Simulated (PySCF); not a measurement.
Job file and geometry (Å, from PBE0-D3(BJ)/def2-SVP) of a spin–spin coupling run on `CB[AsH2]`, CH₆AsB, PySCF, B3LYP/pcJ-1 As:pcSseg-1 indirect spin-spin coupling, non-relativistic, gas phase; density fitting, a coarse starting grid and PySCF grid level 2 are the driver's defaults:

```
{"job": {"kind": "j", "xc": "B3LYP", "basis": "pcJ-1"}, "charge": 0, "multiplicity": 1}
C     -1.136330    -0.402639    -0.211300
B     -0.011558     0.605569     0.173171
As     1.897953     0.407293    -0.404141
H     -0.861095    -1.178727    -0.939470
H     -2.064151     0.099535    -0.530137
H     -1.396233    -0.917089     0.735929
H     -0.285951     1.618923     0.778100
H      2.038962    -1.096360    -0.243334
H      2.573262     0.789139     0.899282
```

Question: Write the output of this run.

Answer: 
```
coarse grid: 32528 points
cycle   1  E = -2302.2104254435  dE = -8.676e-01  |g| = 7.776e-01  |ddm| = 2.347e+00
cycle   2  E = -2302.1990264046  dE =  1.140e-02  |g| = 6.430e-01  |ddm| = 6.392e-01
cycle   3  E = -2302.2511798521  dE = -5.215e-02  |g| = 1.301e-01  |ddm| = 4.747e-01
cycle   4  E = -2302.2552299349  dE = -4.050e-03  |g| = 3.027e-02  |ddm| = 1.615e-01
cycle   5  E = -2302.2555440981  dE = -3.142e-04  |g| = 5.885e-03  |ddm| = 4.148e-02
cycle   6  E = -2302.2555552711  dE = -1.117e-05  |g| = 1.343e-03  |ddm| = 7.025e-03
cycle   7  E = -2302.2555556933  dE = -4.221e-07  |g| = 3.067e-04  |ddm| = 1.253e-03
final grid: 67728 points
cycle   8  E = -2302.2555490887  dE = -2.431e-08  |g| = 3.258e-04  |ddm| = 1.164e-03
cycle   9  E = -2302.2555490898  dE = -1.113e-09  |g| = 3.595e-04  |ddm| = 6.111e-04
cycle  10  E = -2302.2555491087  dE = -1.883e-08  |g| = 2.494e-05  |ddm| = 2.803e-04
cycle  11  E = -2302.2555491089  dE = -1.864e-10  |g| = 4.184e-06  |ddm| = 2.957e-05
converged SCF energy = -2302.2555491089

Indirect spin-spin couplings (Hz)
  i      j    bonds     total        FC       PSO       DSO        SD
  0 C    1 B    1     52.171    54.298    -2.542     0.214     0.200
  0 C    3 H    1    135.559   133.249     1.502     0.575     0.232
  0 C    4 H    1    129.148   126.756     1.646     0.527     0.220
  0 C    5 H    1    113.961   111.240     1.976     0.560     0.184
  0 C    6 H    2      4.574     4.832    -0.151    -0.121     0.014
  0 C    7 H    3      2.963     2.964    -0.071     0.100    -0.030
  0 C    8 H    3      5.283     5.596     0.127    -0.453     0.013
  1 B    3 H    2     -5.540    -5.191    -0.214    -0.190     0.054
  1 B    4 H    2     -4.688    -4.521    -0.062    -0.184     0.079
  1 B    5 H    2     -5.313    -5.755     0.153    -0.012     0.301
  1 B    6 H    1    141.681   142.038    -1.714     0.942     0.415
  1 B    7 H    2     -2.993    -2.225    -0.395    -0.393     0.020
  1 B    8 H    2     -2.502    -1.745    -0.396    -0.378     0.017
  3 H    4 H    2     -8.719    -9.238     3.083    -2.723     0.159
  3 H    5 H    2    -16.433   -17.039     2.822    -2.408     0.192
  3 H    6 H    3     13.712    13.734     1.943    -1.958    -0.007
  3 H    7 H    4      0.926     0.131    -0.749     1.528     0.016
  3 H    8 H    4     -0.695     0.715     0.852    -2.268     0.005
  4 H    5 H    2    -20.595   -21.157     2.695    -2.374     0.240
  4 H    6 H    3      5.509     5.249     0.360    -0.188     0.088
  4 H    7 H    4      2.374     2.505     1.025    -1.151    -0.004
  4 H    8 H    4     -1.780    -1.019     0.995    -1.756     0.000
  5 H    6 H    3      0.046    -0.235     0.763    -0.540     0.058
  5 H    7 H    4      2.307     1.910     0.061     0.329     0.007
  5 H    8 H    4      6.330     6.775     0.454    -0.898    -0.001
  6 H    7 H    3      7.510     9.023     1.129    -2.641    -0.002
  6 H    8 H    3      2.789     2.549    -0.054     0.238     0.056
  7 H    8 H    2     -3.070    -1.807     0.984    -2.329     0.082
```

Size and cost of the density-fitted run: 155 basis functions, 16 s wall time on 1 thread of an x86-64 server CPU, shared host.
